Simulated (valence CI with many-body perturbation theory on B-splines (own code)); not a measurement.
# E1 line list for Ho LXIII

Level of theory: configuration interaction combined with many-body perturbation theory (CI+MBPT): three valence electrons over a frozen Dirac-Fock core [He], radial functions for each j: 11 s, 11 p, 10 d, 8 f, 5 g, 2 h, with the one-electron correlation potential Σ1 (screened to all orders), the two-electron term Σ2, the three-electron term Σ3, Breit, model QED; selected single and double excitations, second order for the rest, scaled by the run's own slope (own B-spline code, finite nucleus).

No measured spectrum was set against this ion. As an estimate, large intervals hold to a few tenths of a per cent, small ones and those within an open d or f shell to about a per cent.

Lines 101 to 150 of 576 in falling wavelength, among levels below 12227 eV, chosen from the strongest by gf and those to the six lowest levels. Wavelengths and rates use the calculated energies. Electric multipoles are in the length gauge, E1 and E2 with the static RPA response of the core. Weak lines are less certain than strong ones. Lines between different terms over intervals too small for the method are left out, as are lines whose strength nearly cancels.

Levels are named by their leading jj configuration (3d3/2^4 stands for four electrons in 3d with j = 3/2), which in mixed levels can hold well under half, so a name can repeat and another be missing. Letters in brackets count levels of one name in rising energy.

| λ vac (Å) | Upper | Lower | A (s⁻¹) | S (a.u.) |
| --- | --- | --- | --- | --- |
| 36.84 | (2s 2p3/2 3p3/2) J=5/2 [b] | (2s 2p3/2 3s) J=3/2 [b] | 4.71e+11 | 6.98e-02 |
| 36.79 | (2p1/2 2p3/2 3d3/2) J=1/2 [a] | (2p1/2 2p3/2 3p1/2) J=1/2 | 2.64e+11 | 1.30e-02 |
| 36.64 | (2p1/2 2p3/2 3p3/2) J=7/2 | (2p1/2 2p3/2 3s) J=5/2 | 4.04e+11 | 7.84e-02 |
| 36.60 | (2s 2p1/2 3p3/2) J=1/2 | (2s 2p1/2 3s) J=1/2 [b] | 4.35e+11 | 2.10e-02 |
| 36.55 | (2p1/2 2p3/2 3p3/2) J=3/2 [a] | (2p1/2 2p3/2 3s) J=1/2 | 1.27e+11 | 1.23e-02 |
| 36.40 | (2p3/2^2 3p3/2) J=3/2 [b] | (2p3/2^2 3s) J=1/2 | 4.64e+11 | 4.42e-02 |
| 36.38 | (2s 2p3/2 3p3/2) J=7/2 | (2s 2p3/2 3s) J=5/2 | 5.01e+11 | 9.53e-02 |
| 36.11 | (2p1/2^2 2p3/2) J=3/2 | (2s 2p1/2 2p3/2) J=3/2 [a] | 1.84e+10 | 1.71e-03 |
| 36.05 | (2p1/2 2p3/2 3p3/2) J=3/2 [b] | (2p1/2 2p3/2 3s) J=3/2 [b] | 2.28e+11 | 2.11e-02 |
| 35.98 | (2p1/2 2p3/2 3d3/2) J=5/2 [b] | (2p1/2 2p3/2 3p1/2) J=5/2 | 1.24e+11 | 1.71e-02 |
| 35.86 | (2s 2p3/2 3p3/2) J=5/2 [a] | (2s 2p3/2 3s) J=3/2 [a] | 2.40e+11 | 3.28e-02 |
| 35.70 | (2s 2p1/2 3d3/2) J=3/2 [b] | (2s 2p1/2 3p1/2) J=3/2 | 1.54e+11 | 1.39e-02 |
| 35.35 | (2s 2p3/2 3p3/2) J=1/2 [a] | (2s 2p3/2 3s) J=3/2 [a] | 5.02e+11 | 2.19e-02 |
| 35.31 | (2s 2p1/2 3p3/2) J=3/2 [a] | (2s 2p1/2 3s) J=1/2 [a] | 5.12e+11 | 4.45e-02 |
| 35.16 | (2s 2p3/2 3p3/2) J=3/2 [a] | (2s 2p3/2 3s) J=5/2 | 1.23e+11 | 1.05e-02 |
| 35.13 | (2s 2p3/2 3p3/2) J=3/2 [b] | (2s 2p3/2 3s) J=3/2 [b] | 2.47e+11 | 2.12e-02 |
| 35.12 | (2s^2 3p3/2) J=3/2 | (2s^2 3s) J=1/2 | 5.63e+11 | 4.81e-02 |
| 35.03 | (2p1/2^2 3p3/2) J=3/2 | (2p1/2^2 3s) J=1/2 | 4.52e+11 | 3.84e-02 |
| 34.94 | (2p1/2 2p3/2 3p3/2) J=5/2 [b] | (2p1/2 2p3/2 3s) J=3/2 [b] | 2.45e+11 | 3.09e-02 |
| 34.82 | (2s 2p1/2 3p3/2) J=5/2 | (2s 2p1/2 3s) J=3/2 | 5.17e+11 | 6.46e-02 |
| 34.60 | (2s 2p3/2 3p3/2) J=3/2 [b] | (2s 2p3/2 3s) J=1/2 | 3.43e+11 | 2.80e-02 |
| 34.56 | (2s 2p1/2 3p3/2) J=3/2 [b] | (2s 2p1/2 3s) J=3/2 | 2.76e+11 | 2.25e-02 |
| 34.42 | (2p1/2 2p3/2 3p3/2) J=3/2 [b] | (2p1/2 2p3/2 3s) J=1/2 | 1.58e+11 | 1.28e-02 |
| 34.26 | (2s 2p3/2 3p3/2) J=1/2 [b] | (2s 2p3/2 3s) J=1/2 | 4.82e+11 | 1.91e-02 |
| 34.14 | (2p1/2 2p3/2 3p3/2) J=5/2 [b] | (2p1/2 2p3/2 3s) J=5/2 | 2.66e+11 | 3.13e-02 |
| 33.71 | (2p3/2^2 3p3/2) J=3/2 [a] | (2p3/2^2 3s) J=3/2 | 4.91e+11 | 3.71e-02 |
| 33.63 | (2p1/2 2p3/2 3p3/2) J=3/2 [b] | (2p1/2 2p3/2 3s) J=3/2 [a] | 1.48e+11 | 1.11e-02 |
| 33.53 | (2s 2p3/2 3p3/2) J=5/2 [a] | (2s 2p3/2 3s) J=5/2 | 3.59e+11 | 4.00e-02 |
| 33.15 | (2p1/2 2p3/2 3p3/2) J=1/2 [b] | (2p1/2 2p3/2 3s) J=3/2 [b] | 5.44e+11 | 1.96e-02 |
| 32.77 | (2p3/2^2 3p3/2) J=3/2 [a] | (2p3/2^2 3s) J=5/2 | 1.35e+11 | 9.36e-03 |
| 11.40 | (2p3/2^2 3p3/2) J=5/2 | (2s 2p3/2 3p3/2) J=3/2 [b] | 1.65e+12 | 7.26e-03 |
| 11.40 | (2p3/2^2 3d5/2) J=7/2 | (2s 2p3/2 3d5/2) J=5/2 [b] | 1.14e+12 | 6.68e-03 |
| 11.34 | (2s 2p1/2 2p3/2) J=3/2 [a] | (2s^2 2p1/2) J=1/2 | 3.35e+10 | 9.65e-05 |
| 11.28 | (2p3/2^2 3d5/2) J=1/2 | (2s 2p3/2 3d5/2) J=3/2 [b] | 2.25e+12 | 3.18e-03 |
| 11.24 | (2p3/2^2 3d5/2) J=7/2 | (2s 2p3/2 3d5/2) J=7/2 [b] | 8.42e+11 | 4.72e-03 |
| 11.24 | (2p3/2^2 3p3/2) J=7/2 | (2s 2p3/2 3p3/2) J=5/2 [b] | 2.87e+12 | 1.61e-02 |
| 11.23 | (2p3/2^2 3p3/2) J=5/2 | (2s 2p3/2 3p3/2) J=5/2 [b] | 6.82e+11 | 2.87e-03 |
| 11.23 | (2p3/2^2 3d5/2) J=9/2 | (2s 2p3/2 3d5/2) J=7/2 [b] | 2.52e+12 | 1.76e-02 |
| 11.19 | (2p3/2^2 3d3/2) J=1/2 | (2s 2p3/2 3d3/2) J=1/2 [b] | 2.03e+12 | 2.81e-03 |
| 11.18 | (2p3/2^2 3s) J=5/2 | (2s 2p3/2 3s) J=3/2 [b] | 2.62e+12 | 1.09e-02 |
| 11.17 | (2p3/2^2 3d3/2) J=5/2 | (2s 2p3/2 3d3/2) J=5/2 [b] | 8.49e+11 | 3.51e-03 |
| 11.16 | (2p3/2^2 3d3/2) J=7/2 | (2s 2p3/2 3d3/2) J=5/2 [b] | 2.28e+12 | 1.25e-02 |
| 11.16 | (2s 2p3/2^2) J=5/2 | (2s^2 2p3/2) J=3/2 | 9.99e+11 | 4.11e-03 |
| 11.14 | (2p3/2^2 3p1/2) J=3/2 | (2s 2p3/2 3p1/2) J=1/2 | 2.44e+12 | 6.67e-03 |
| 11.13 | (2p3/2^2 3p1/2) J=5/2 | (2s 2p3/2 3p1/2) J=3/2 [b] | 2.83e+12 | 1.16e-02 |
| 11.08 | (2p3/2^2 3s) J=3/2 | (2s 2p3/2 3s) J=3/2 [b] | 1.10e+12 | 2.96e-03 |
| 11.04 | (2p3/2^2 3d3/2) J=3/2 [a] | (2s 2p3/2 3d3/2) J=3/2 [b] | 1.32e+12 | 3.52e-03 |
| 11.04 | (2p3/2^2 3d5/2) J=5/2 [a] | (2s 2p3/2 3d5/2) J=3/2 [b] | 1.43e+12 | 5.71e-03 |
| 11.03 | (2p3/2^2 3d3/2) J=5/2 | (2s 2p3/2 3d3/2) J=3/2 [b] | 1.46e+12 | 5.79e-03 |
| 11.03 | (2p3/2^2 3s) J=3/2 | (2s 2p3/2 3s) J=1/2 | 2.34e+12 | 6.18e-03 |
